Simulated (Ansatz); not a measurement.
Ti₂N₂, relaxed as a singlet with RKS r2SCAN-D4/def2-SVP in Ansatz, starting from packed atoms. Force threshold 0.02 eV/Å.

The structure comes from a short search, and lower isomers may exist.

Start:

```csv
atom,x (Å),y (Å),z (Å)
Ti1,0.419,-0.782,1.461
Ti2,-0.165,0.674,-2.051
N3,-1.876,0.243,1.216
N4,1.622,-0.136,-0.626
```

Estimate the energy that the relaxation releases and the steps that it takes.

14.57 eV, in 12 steps; 48 s on 4 threads of Arm Neoverse V2 on a shared host. No frequencies were taken in this run, so the end may be a saddle point.

Does the start keep its bonding?

Bonds formed: Ti2–N3 (atoms count from 1). Metal–metal contacts that move far: Ti1–Ti2 3.85 to 2.51 Å. The end is the same structure that another start reached.

Predict the relaxed structure.


```xyz
4

Ti    0.322   -0.523    1.093
Ti   -0.322    0.523   -1.093
N    -1.156    0.169    0.422
N     1.156   -0.169   -0.422
```
Bond lengths (bridged metal pairs left out): 4 × N–Ti 1.77 Å.
